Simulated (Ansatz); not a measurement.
`C[N](C)[Zn][F]` + `O[SiH3]` → `C[N](C)[Zn][O][SiH3]` + H–F  (ligand exchange at a Zn–F bond)

Gas-phase electronic energies from Ansatz, PBE0-D4/def2-TZVP geometries. CCSD(T)/CBS adds triple-zeta CCSD(T) − MP2 to the extrapolated MP2 energy (def2 sets, frozen cores). This one scheme is used for every species. For Zn outer-core shells are correlated without core-valence functions, which leaves a few kJ/mol of doubt a bond. Scalar relativity is left out up to krypton. Each species was taken in one conformer, which may not be the lowest.

`C[N](C)[Zn][F]`:

Cartesian coordinates in Å:
```
C -0.233 -0.557 -1.185
N 0.188 0.130 0.007
C -0.453 -0.371 1.194
Zn 1.208 1.604 -0.014
F 2.239 3.012 -0.029
H -1.317 -0.462 -1.360
H -0.010 -1.634 -1.124
H 0.276 -0.172 -2.072
H -1.549 -0.265 1.152
H -0.109 0.154 2.088
H -0.238 -1.440 1.341
```

`O[SiH3]`:

Cartesian coordinates in Å:
```
O 0.714 0.974 0.428
Si -0.066 -0.333 -0.203
H 0.213 1.566 0.989
H -0.591 -1.228 0.864
H 0.941 -1.054 -1.015
H -1.211 0.074 -1.063
```

`C[N](C)[Zn][O][SiH3]`:

Cartesian coordinates in Å:
```
C -1.568 -1.748 -0.430
N -0.261 -1.152 -0.506
C 0.789 -2.131 -0.592
Zn 0.043 0.597 -0.236
O 0.325 2.330 -0.091
Si 0.713 3.485 0.978
H -2.353 -0.990 -0.383
H -1.772 -2.374 -1.312
H -1.682 -2.395 0.455
H 0.810 -2.801 0.284
H 0.666 -2.770 -1.480
H 1.772 -1.661 -0.666
H 0.288 3.128 2.365
H 0.045 4.762 0.606
H 2.185 3.720 1.008
```

H–F:

```xyz
2

F    -0.073    0.396   -0.222
H     0.073   -0.396    0.222
```

```csv
species,CCSD/CBS(def2) energy (Eh)
`C[N](C)[Zn][F]`,-2012.56629
`O[SiH3]`,-366.67836
`C[N](C)[Zn][O][SiH3]`,-2278.85216
H–F,-100.38944
```

Q: Work out ΔE.

A: ΔE = (-2278.85216) + (-100.38944) − (-2012.56629) − (-366.67836) = 0.00305 Eh = +8.0 kJ/mol. CCSD(T)/CBS gives +6.1 kJ/mol.

Largest T1 diagnostic among the species: 0.015.

From r2SCAN to r2SCAN0 (25 % exact exchange), in def2-TZVPP and without D4, ΔE moves by −3.5 kJ/mol. The D4 term adds −6.6 kJ/mol with B3LYP and −3.9 kJ/mol with PBE0; it sums over pairs of atoms, weighted by their polarisabilities, and B3LYP, whose exchange is more repulsive, gets the larger term. Leaving LDA and LC-ωPBE aside and taking each functional with its dispersion term where it has one, the values, not all of them listed here, spread over 9.5 kJ/mol, from PBE-QIDH to BLYP-D4. LDA lies −8.2 kJ/mol from PBE without D4.

B3LYP here is the variant with VWN-RPA as its local correlation; programs differ in this.
